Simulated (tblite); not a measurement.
I₄Ti (SMILES [I][Ti]([I])([I])[I]), singlet, at a GFN2-xTB geometry (such geometries of metal compounds can be far from the true shape); IPEA1-xTB in tblite.

The tblite input:
```
$ tblite run mol.xyz --method ipea1 --charge 0 --spin 0 --json tblite.json --no-restart

# file mol.xyz
5

Ti    -0.00000000     0.00000000    -0.00000000
I      2.09524070    -0.59546698    -1.49603154
I      0.78783176     0.44202976     2.48327520
I     -1.17364265     2.16819622    -0.95090116
I     -1.70942982    -2.01475900    -0.03634250
```

What the program printed (banner, timings and long lists left out):

```
xTB calculator
 | screened Coulomb repulsion
 | Coulomb electrostatics
 |  * isotropic Klopman-Ohno-Mataga-Nishimoto electrostatics
 |  * onsite third-order electrostatics
 | DFT-D3(BJ) dispersion correction

halogen bonding energy    0.0000000000000E+00 Eh
repulsion energy          3.4421387383094E-02 Eh
dispersion energy        -4.7388442515808E-03 Eh
number of electrons       3.2000000000000E+01 e
integral cutoff           4.0000000000000E+01 bohr

------------------------------------------------------------
  cycle        total energy    energy error   density error
------------------------------------------------------------
      1     -15.11894659351  -1.5148629E+01   6.9170955E-01
      2      31.96311346594   4.7082060E+01   2.9270556E+00
      3     -17.18108814315  -4.9144202E+01   2.6427406E-01
      4     -14.96515413228   2.2159340E+00   5.1425670E-01
      5     -17.15319760461  -2.1880435E+00   1.1466747E-01
      6     -17.18340952475  -3.0211920E-02   6.9411401E-02
      7     -17.18543277454  -2.0232498E-03   6.4262171E-02
      8     -17.19701095904  -1.1578184E-02   2.2516445E-02
      9     -17.19838117368  -1.3702146E-03   2.0922074E-03
     10     -17.19839472905  -1.3555374E-05   1.3796438E-04
     11     -17.19839482084  -9.1786465E-08   1.1839700E-05
------------------------------------------------------------

electronic energy        -1.7228077363970E+01 Eh
total energy             -1.7198394820838E+01 Eh

Post processing:
 | Mayer-Wiberg bond orders

[Info] JSON dump of results written to 'tblite.json'
```
